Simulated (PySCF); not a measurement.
**Spin states of RhO**

Unrestricted PBE0; PySCF, spin-free X2C with a Gaussian nucleus, basis sets Rh x2c-TZVPPall, O x2c-TZVPPall. Outer shells of the fragments: Rh 4d8 5s1; O 2s2 2p4.

Followed along the bond (rough minima from three points):

```tsv
2Ms+1	unpaired	⟨S²⟩ at the start	R at minimum (Å)	Te (eV)
4	σ ↑, π ↑↑	3.76	1.69	0.00
2	σ ↓, π ↑↑	1.77	1.69	0.30
2	σ ↑, π ↑↓	1.77	1.69	0.47
4	π ↑↑, δ ↑	3.78	1.77	0.90
4	σ ↑, π ↑, δ ↑	3.76	1.80	0.94
2	π ↑	0.76	1.72	0.96
```

Solutions found at the starting distance of 1.775 Å, counted from the lowest of them; the search is not exhaustive and high or unbound solutions are not listed, so other states can lie among these:

```tsv
2Ms+1	unpaired	term	E (eV)	⟨S²⟩	⟨Lz²⟩	μ (D)
4	σ ↑, π ↑↑	⁴Σ⁻	0.00	3.76	0.00	-4.26
2	σ ↓, π ↑↑	mixed	0.30	1.77	0.00	-4.18
2	σ ↑, π ↑↓	mixed	0.47	1.77	2.03	-4.20
4	π ↑↑, δ ↑	⁴Δ	0.77	3.78	4.01	-3.99
4	σ ↑, π ↑, δ ↑	mixed	0.81	3.76	5.02	-4.27
2	π ↑	²Π	0.88	0.76	1.05	-4.39
```

A term symbol is given only where ⟨S²⟩ and ⟨Lz²⟩ are close to those of a pure state; real π, δ and φ orbitals otherwise mix terms. A positive dipole means Rh(−)O(+).

Spin–orbit coupling is left out. With d or f electrons several states lie close, and the lowest PBE0 determinant need not be the measured ground state.
